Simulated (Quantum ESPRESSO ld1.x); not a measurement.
Results of a calculation; reference values are marked as such.
Valence configurations of Ge+ (all share [Ar]). Level of theory: Dirac Kohn-Sham, relativistic LDA (MacDonald-Vosko exchange, VWN5 correlation), spin-unpolarised, spherical densities, point nucleus; open shells are shared between the two j in proportion to 2j + 1 (ld1.x of Quantum ESPRESSO 7.5). Energies are relative to 3d10 4s2 4p1; eigenvalues in eV.

valence           E (eV)  e(3d3/2)  e(3d5/2)  e(4p1/2)  e(4p3/2)  e(4s1/2)
3d10 4s2 4p1       0.000   -39.006   -38.419   -11.638   -11.386   -20.115
3d9.5 4s2 4p1.5   14.622   -44.133   -43.526   -12.623   -12.340   -21.547
3d8 4s2 4p3       71.531   -60.356   -59.690   -15.432   -15.053   -25.608
3d10 4s1.5 4p1.5   4.349   -39.873   -39.285   -12.038   -11.778   -20.614
3d9 4s2 4p2       31.363   -49.404   -48.777   -13.579   -13.264   -22.936
3d9 4s1.5 4p2.5   36.170   -50.193   -49.566   -13.929   -13.607   -23.374
3d10 4s1 4p2       8.749   -40.714   -40.126   -12.418   -12.151   -21.093
3d10 4p3          17.702   -42.330   -41.740   -13.134   -12.852         -
3d8 4s1.5 4p3.5   76.766   -61.082   -60.415   -15.749   -15.363   -26.000
3d8.5 4s2 4p2.5   50.307   -54.813   -54.167   -14.513   -14.167   -24.288

NIST lists [Ar] 3d10 4s2 4p1 as the ground configuration; this level of theory agrees among the configurations tried. The energies are those of spherical spin-averaged densities, not of single terms.
